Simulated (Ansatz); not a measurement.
`[Cl][Nb]([Cl])([Cl])[Cl]`, charge 0, multiplicity 2.

Task: Give a relaxed structure at PBE0-D4/def2-TZVP (the Gaussian-basis code of Ansatz). (Best estimate.)

Result: The calculation gave: 
Z-matrix (Å, degrees):
```
Nb
Cl 1 2.265
Cl 1 2.265 2 105.5
Cl 1 2.265 2 117.7 3 117.4
Cl 1 2.265 2 105.5 3 -125.3
```
Point group D2d.
